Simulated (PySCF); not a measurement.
GeH4N2, neutral, multiplicity 1. Atoms are numbered in the order given.

```xyz
7

Ge     0.0000     0.0000     0.4633
N      0.0000    -1.3694    -0.7455
H      0.0000    -2.3300    -0.4448
H      0.0000    -1.2811    -1.7498
N      0.0000     1.3694    -0.7455
H      0.0000     1.2811    -1.7498
H      0.0000     2.3300    -0.4448
```

Coordinates come from a ωB97X-D3(BJ)/def2-TZVP optimisation. One conformer was computed; it need not be the lowest.

Level of theory: HF/def2-TZVPD in PySCF.

Gas-phase values at a fixed geometry.

Estimate the frontier levels, gap, dipole moment and polarisability. (An estimate is asked for; the answer gives what the named calculation found.)


```json
{
 "highest_occupied_level": "-9.31 eV",
 "lowest_empty_level": "2.21 eV",
 "orbital_gap": "11.52 eV",
 "dipole_moment": "0.285 e·Å",
 "quadrupole, principal values (traceless, Buckingham form, about the centre of nuclear charge)": "-4.59, -0.51, 5.10 D·Å",
 "mean_static_polarisability": "49.7 bohr³ (7.36 Å³)",
 "polarisability_principal_values": "42.5, 49.9, 56.5 bohr³"
}
```
